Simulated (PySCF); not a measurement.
CH5GaSe2, SMILES [CH3][Ga]([SeH])[SeH]. Atoms are numbered in the order given.

```xyz
9

Ga     0.6226     0.0002     0.0000
C      2.5774    -0.0112     0.0000
H      2.9514    -0.5417     0.8899
H      2.9514    -0.5417    -0.8899
H      2.9867     1.0097     0.0000
Se    -0.6613    -1.9235     0.0000
H      0.5085    -2.8086     0.0000
Se    -0.5823     1.9721     0.0000
H     -1.8800     1.2902     0.0000
```

Geometry: ωB97X-D3(BJ)/def2-SVP. The values are those of a single conformer.

Level of theory: PBE/pcSseg-1 in PySCF.

GIAO shieldings, no solvent; atoms listed in one row are averaged. δ = σ(ref) − σ: ¹³C against TMS (σ = 182.0 ppm); ¹H against TMS (σ = 31.49 ppm); ⁷⁷Se against Me2Se (σ = 1634.8 ppm), references at their B3LYP-D3(BJ)/def2-TZVP geometries, non-relativistic.

```tsv
nucleus	atoms	count	δ (ppm)
¹³C	C2	1	6.1
¹H	H7, H9	2	1.61
¹H	H3, H4, H5	3	0.91
⁷⁷Se	Se8	1	-253.6
⁷⁷Se	Se6	1	-267.1
```
